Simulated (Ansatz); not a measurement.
`CCC(CC(C)c1ccc(Cl)cc1)c1ccc(Cl)cc1` with charge +1. The state is a doublet with charge 1. Geometry r2SCAN-D4/def2-SVP, that of the neutral singlet.

```xyz
40

C     1.6498   -0.1329   -3.7919
C     1.3079   -0.8570   -2.4962
C     0.9355    0.0848   -1.3360
C     0.7281   -0.7179   -0.0402
C     0.3278    0.1112    1.1942
C     1.3803    1.1629    1.5590
C     0.0111   -0.8109    2.3549
C    -1.3142   -0.9989    2.7773
C    -1.6321   -1.8643    3.8271
C    -0.6039   -2.5592    4.4688
Cl   -0.9832   -3.6431    5.7808
C     0.7271   -2.3957    4.0713
C     1.0219   -1.5255    3.0206
C    -0.2712    0.9385   -1.6710
C    -0.1607    2.3290   -1.8170
C    -1.2678    3.1242   -2.1260
C    -2.5135    2.5166   -2.2948
Cl   -3.9056    3.4928   -2.6774
C    -2.6574    1.1317   -2.1605
C    -1.5386    0.3576   -1.8511
H     2.4899    0.5673   -3.6468
H     0.7932    0.4513   -4.1647
H     1.9411   -0.8431   -4.5812
H     0.4725   -1.5615   -2.6668
H     2.1640   -1.4774   -2.1742
H     1.7900    0.7710   -1.1876
H     1.6584   -1.2733    0.1825
H    -0.0450   -1.4888   -0.2126
H    -0.6075    0.6444    0.9454
H     2.3738    0.7078    1.7110
H     1.4784    1.9183    0.7637
H     1.1044    1.6884    2.4863
H    -2.1201   -0.4529    2.2737
H    -2.6676   -2.0021    4.1497
H     1.5193   -2.9481    4.5835
H     2.0677   -1.4046    2.7171
H     0.8172    2.8056   -1.6882
H    -1.1703    4.2068   -2.2370
H    -3.6393    0.6723   -2.2975
H    -1.6615   -0.7257   -1.7480
```

Single mean-field runs in def2-TZVP are fitted with def2-universal-jkfit.

Task: Estimate the α-spin orbital energies around the gap (eV) in Ansatz with PBE-D4/def2-TZVP, PBE0-D4/def2-TZVP.

Result: 
| orbital | PBE-D4/def2-TZVP | PBE0-D4/def2-TZVP |
| --- | --- | --- |
| HOMO−5 | -10.95 | -12.35 |
| HOMO−4 | -10.93 | -12.34 |
| HOMO−3 | -10.23 | -11.30 |
| HOMO−2 | -10.22 | -11.25 |
| HOMO−1 | -9.78 | -10.90 |
| HOMO | -9.63 | -10.71 |
| LUMO | -5.24 | -4.44 |
| LUMO+1 | -5.18 | -4.37 |
| LUMO+2 | -5.12 | -4.25 |
| LUMO+3 | -5.08 | -4.22 |
| LUMO+4 | -3.77 | -2.69 |
| LUMO+5 | -3.73 | -2.59 |
| β HOMO | -9.51 | -9.98 |
| β LUMO | -9.37 | -9.28 |
